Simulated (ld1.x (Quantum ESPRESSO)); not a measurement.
Results of a calculation; reference values are marked as such.
# Potentials for Mg (Z = 12) compared

Generated with ld1.x 7.5 (TM, RRKJ, ultrasoft, PAW), atompaw 4.2 or ONCVPSP 4.0.1. The cutoff is in Ry: for ld1.x and atompaw files where the sum of valence levels is converged to 10 mRy in a Bessel basis, for ONCV files where the hardest occupied wave has 1 mHa per electron of residual kinetic energy. The error is the largest all-electron minus pseudo excitation energy over each file’s own four to seven test configurations (ionisations up to +4, promotions, holes and added fractions of an electron), all of which were solved. The labels leave out finer settings (local radius, basis sizes, second energies), which also bear on the numbers. Spin-polarised tests are not counted. The rows are a selection from randomly drawn settings: files with unsolved tests, undetermined cutoffs or missed reference levels are left out.

| potential | cutoff (Ry) | largest error (meV) | bound ghosts |
| --- | --- | --- | --- |
| ultrasoft, LDA (PZ), non-relativistic, rc 2.20/2.90/3.20 (spd), local smoothed, core correction no, reference 3s1.5 3p0 | 6 | +84 | none |
| TM semilocal, LDA (PZ), scalar-relativistic, rc 2.50/3.05 (sp), local p, core correction no, reference 3s2 3p0 | 6 | +107 | none |
| TM, PBEsol, non-relativistic, rc 1.65/2.15/1.85 (spd), local smoothed, core correction yes, reference 3s1 3p0 | 15 | +11 | none |
| TM semilocal, PBE, scalar-relativistic, rc 2.50/2.85/2.35 (spd), local s, core correction no, reference 3s1 3p0 | 6 | +56 | none |
| RRKJ, LDA (PZ), scalar-relativistic, rc 2.20/1.05 (sp), local smoothed, core correction no, reference 2p6 3s2 3p0 | 120 | +861 | none |
| RRKJ, PBE, scalar-relativistic, rc 2.45/1.20/2.65 (spd), local d, core correction yes, reference 2p6 3s2 3p0 | 100 | -101 | none |

Task: Fill in the row for Mg: ultrasoft, LDA (PZ), scalar-relativistic, rc 2.55/3.95 (sp), local smoothed, core correction no, reference 3s2 3p0.

Result: cutoff 6 Ry, largest error +110 meV, bound ghosts: none.
